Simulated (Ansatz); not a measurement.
Basis sets compared for Ge(OAc)2H2 (C₄H₈GeO₄). The state is a singlet with charge 0. Geometry r2SCAN-D4/def2-SVP. Ansatz on 2 threads of AMD EPYC 7R13 on a shared host and a share (18 GiB) of an NVIDIA H100 80GB HBM3; times are rough, and most runs start from earlier orbitals.

```xyz
17

Ge   -0.141   -0.745    0.462
O    -0.984    0.054   -0.983
C    -2.002   -0.727   -1.327
C    -2.800   -0.230   -2.494
O    -2.227   -1.759   -0.711
H    -3.636   -0.908   -2.697
H    -2.147   -0.154   -3.377
H    -3.170    0.785   -2.283
O     1.112    0.616    0.566
C     1.926    0.327    1.575
C     3.010    1.335    1.808
O     1.760   -0.691    2.232
H     3.648    1.019    2.641
H     2.558    2.315    2.025
H     3.606    1.454    0.891
H     0.543   -2.018   -0.003
H    -1.054   -0.673    1.673
```

The 6-31G sets use Cartesian d functions. B3LYP takes the VWN-RPA correlation.

Binding counts from free atoms (Ge triplet, O triplet, C triplet, H doublet) in the same basis, without a counterpoise term.

```csv
level,functions,energy (Eh),HOMO (eV),LUMO (eV),binding per atom (eV),wall time
HF/STO-3G,66,-2501.4627,-8.89,8.41,3.34,0.65 s
HF/6-31G,117,-2530.4754,-12.40,4.07,2.67,1.9 s
PBE-D4/def2-SVP,184,-2533.8124,-6.37,-1.03,4.51,3.2 s
B3LYP-D4/6-31G,117,-2534.7832,-7.85,-0.33,4.09,3.4 s
PBE0-D4/def2-SVP,184,-2533.8747,-8.11,0.04,4.38,5.5 s
```

Task: Estimate the rows for PBE-D4/def2-TZVP, B3LYP-D4/def2-TZVP, PBE0-D4/def2-TZVP.

Result: 
```
             level  functions  energy (Eh)  HOMO (eV)  LUMO (eV)  binding per atom (eV)  wall time
  PBE-D4/def2-TZVP        344   -2534.6053      -6.55      -1.18                   4.46      1.8 s
B3LYP-D4/def2-TZVP        344   -2535.4927      -7.94      -0.34                   4.30      1.8 s
 PBE0-D4/def2-TZVP        344   -2534.6638      -8.19      -0.05                   4.33      1.4 s
```
